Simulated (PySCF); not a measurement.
CuH⁺ at PBE0

Level: PBE0. PySCF, scalar-relativistic core potentials, basis sets Cu cc-pVDZ-PP with ECP10, H cc-pVDZ.

- state: ²Π (doublet), unpaired electrons π ↑, a second solution, started from another occupation
- bond length: 155.3 pm
- harmonic wavenumber: 1902 cm⁻¹
- force constant: 2.12 mdyn/Å
- rotational constant Be: 7.045 cm⁻¹
- anharmonicity ωexe: 29.3 cm⁻¹
- vibration–rotation constant αe: 0.187 cm⁻¹
- energy of the minimum from ground-state Cu⁺ (3d10) + H: 0.040 eV
- bond order (Mayer): 1.01
- dipole moment (positive dipole points towards H; it is taken about the centre of mass and depends on that origin): -1.65 D

For an ion De counts to the pair picked by the measured ionisation energies or electron affinities, which need not be the lowest pair at this level.
